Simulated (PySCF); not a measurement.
PySCF input:

```python
from pyscf import gto, scf, dft

mol = gto.M(
    atom='''
    C    -0.57639598   -1.62516185    1.05857141
    C     0.33901157   -0.42885169    0.81415854
    C     1.75111881   -0.89641318    0.47326853
    Se   -0.39288262    0.77580976   -0.59639172
    H    -0.18595679   -2.28363805    1.85254753
    H    -0.67472937   -2.21273440    0.14136694
    H    -1.57641090   -1.29344561    1.34105328
    H     0.38603812    0.16071757    1.73522494
    H     2.16806843   -1.54658893    1.26057804
    H     1.74174459   -1.45613248   -0.46630661
    H     2.41684873   -0.04314952    0.33686358
    ''',
    basis='def2-tzvpd',
    charge=-1,
    spin=0,
    verbose=4,
)

mf = scf.RHF(mol).density_fit(auxbasis='def2-universal-jkfit')
mf.conv_tol = 1e-9
mf.max_cycle = 100
mf.max_memory = 1500
mf.kernel()
if not mf.converged:
    mf = mf.newton()
    mf.kernel(mf.make_rdm1())
mf.analyze()
```

### Question
Which total energy does the run end on?

### Answer
-2517.58495 Eh (HF/def2-TZVPD).
